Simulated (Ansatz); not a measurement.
The cluster In₄Sn (the lowest singlet isomer of a short search), 5 atoms. Hardware: 4 threads of Arm Neoverse V1 on a shared host.

In the def2 sets In, Sn take a core potential; there is no spin–orbit coupling. Correlated methods freeze 20 core orbitals; core or outer-core shells of In, Sn are correlated, in sets that lack core-valence functions.

**Question.** How many basis functions does each of these Ansatz runs have, and roughly what does it cost? LC-ωPBE/def2-TZVP, charge 0 singlet, energy, from earlier orbitals; B3LYP-D4/def2-TZVP, charge 0 triplet, energy, from earlier orbitals; r2SCAN-D4/def2-TZVP, charge 0 unrestricted singlet, energy, from earlier orbitals; PBE-D4/def2-TZVP, charge 0 singlet, energy, from earlier orbitals; PBE0-D4/def2-TZVP, charge 0 quintet, energy, from earlier orbitals; PBE0-D4/def2-TZVPD, charge -1 doublet at the geometry of the charge 0 singlet, energy; PBE-D4/def2-TZVP, charge 0 quintet, energy, from earlier orbitals; CCSD(T)/def2-SVP, charge 0 quintet, energy, from earlier orbitals; PBE0-D4/def2-TZVP, charge 1 doublet at the geometry of the charge 0 singlet, energy; r2SCAN-D4/def2-TZVP, charge 1 doublet at the geometry of the charge 0 singlet, energy, from earlier orbitals; r2SCAN-D4/def2-TZVP, charge 0 quintet, energy, from earlier orbitals; RPA@PBE/def2-TZVP, charge 0 singlet, energy, from earlier orbitals.

**Answer.** Other jobs shared the machine, so times can vary by a factor of up to 3. A dash marks memory too small to be measured apart from the calling script's.

```json
{"run": "PBE-D4/def2-TZVP, charge 0 singlet, energy, from earlier orbitals", "functions": "250", "fitting or Cholesky vectors": "1940", "wall time": "5.5 s", "peak host memory (GiB)": "–"}
{"run": "LC-ωPBE/def2-TZVP, charge 0 singlet, energy, from earlier orbitals", "functions": "250", "fitting or Cholesky vectors": "1940", "wall time": "8.5 s", "peak host memory (GiB)": "0.78"}
{"run": "PBE-D4/def2-TZVP, charge 0 quintet, energy, from earlier orbitals", "functions": "250", "fitting or Cholesky vectors": "1940", "wall time": "13 s", "peak host memory (GiB)": "0.56"}
{"run": "RPA@PBE/def2-TZVP, charge 0 singlet, energy, from earlier orbitals", "functions": "250", "fitting or Cholesky vectors": "2446", "wall time": "20 s", "peak host memory (GiB)": "1.2"}
{"run": "r2SCAN-D4/def2-TZVP, charge 0 unrestricted singlet, energy, from earlier orbitals", "functions": "250", "fitting or Cholesky vectors": "1940", "wall time": "28 s", "peak host memory (GiB)": "0.67"}
{"run": "B3LYP-D4/def2-TZVP, charge 0 triplet, energy, from earlier orbitals", "functions": "250", "fitting or Cholesky vectors": "2292", "wall time": "34 s", "peak host memory (GiB)": "1.4"}
{"run": "PBE0-D4/def2-TZVPD, charge -1 doublet at the geometry of the charge 0 singlet, energy", "functions": "280", "fitting or Cholesky vectors": "2569", "wall time": "65 s", "peak host memory (GiB)": "2.1"}
{"run": "r2SCAN-D4/def2-TZVP, charge 0 quintet, energy, from earlier orbitals", "functions": "250", "fitting or Cholesky vectors": "1940", "wall time": "66 s", "peak host memory (GiB)": "1.2"}
{"run": "r2SCAN-D4/def2-TZVP, charge 1 doublet at the geometry of the charge 0 singlet, energy, from earlier orbitals", "functions": "250", "fitting or Cholesky vectors": "1940", "wall time": "68 s", "peak host memory (GiB)": "1.2"}
{"run": "PBE0-D4/def2-TZVP, charge 0 quintet, energy, from earlier orbitals", "functions": "250", "fitting or Cholesky vectors": "2385", "wall time": "1.8 min", "peak host memory (GiB)": "1.6"}
{"run": "PBE0-D4/def2-TZVP, charge 1 doublet at the geometry of the charge 0 singlet, energy", "functions": "250", "fitting or Cholesky vectors": "2385", "wall time": "2.2 min", "peak host memory (GiB)": "1.6"}
{"run": "CCSD(T)/def2-SVP, charge 0 quintet, energy, from earlier orbitals", "functions": "130", "fitting or Cholesky vectors": "1698", "wall time": "3.9 min", "peak host memory (GiB)": "2.9"}
```
